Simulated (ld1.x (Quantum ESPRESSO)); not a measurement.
Scattering properties, TM potential for Mo (Z = 42)

| Property | Result |
| --- | --- |
| Element | Mo (Z = 42) |
| Generator | ld1.x (Quantum ESPRESSO) 7.5 |
| Type | norm-conserving Troullier–Martins (Kleinman–Bylander form) |
| Functional | PBE |
| Relativity | scalar-relativistic |
| Frozen core | [Ar] 3d10 |
| Valence charge | 14 |
| Reference configuration | 4s2 4p6 4d6 5s0 5p0 |
| Partial waves | 4p (bound): rc 1.75 bohr; 4d (bound): rc 1.80 bohr; 4s (bound): rc 1.60 bohr |
| Local potential | the s channel |
| Core correction | none |

The phase is arctan(r·u′/u) with u = r·R(r), unwrapped; energies in Ry, scanned from -7 to 5 Ry. A pole is an energy at which the radial function vanishes at the test radius. The pseudo phase is shifted by a multiple of π to meet the all-electron one at the reference energy, and phase errors are pseudo minus all-electron; the curves can meet again beyond the range given. Levels narrower than the energy grid can be missing from the lists of poles.

Question: For each channel, where are the poles, and over which energies does the pseudopotential scatter like the atom?

Answer:

```tsv
channel	radius (bohr)	reference energy (Ry)	poles, all-electron	poles, pseudo	unbroken range about the reference energy with phases within 0.05 rad	phase error 1 Ry above the reference energy (rad)
s	1.95	-4.57	-4.11	-4.11	below -0.6	-0.004
p	1.95	-2.68	-1.89	-1.91	below 0.7	-0.005
d	1.95	-0.17	1.69	1.53	below 2.4	-0.012
```

Phases in the p channel:

```csv
E (Ry),all-electron,pseudo
-7.00,1.339,1.337
-6.48,1.322,1.321
-5.96,1.302,1.300
-5.44,1.274,1.271
-4.92,1.232,1.228
-4.40,1.163,1.157
-3.88,1.014,1.006
-3.36,0.497,0.481
-2.84,-0.971,-0.972
-2.32,-1.443,-1.445
-1.80,-1.589,-1.594
-1.28,-1.665,-1.673
-0.76,-1.718,-1.731
-0.24,-1.762,-1.783
0.28,-1.806,-1.839
0.80,-1.854,-1.908
1.32,-1.913,-2.007
1.84,-1.991,-2.173
2.36,-2.105,-2.502
2.88,-2.289,-3.174
3.40,-2.615,-3.885
3.92,-3.154,-4.246
4.44,-3.721,-4.422
4.96,-4.079,-4.522
```
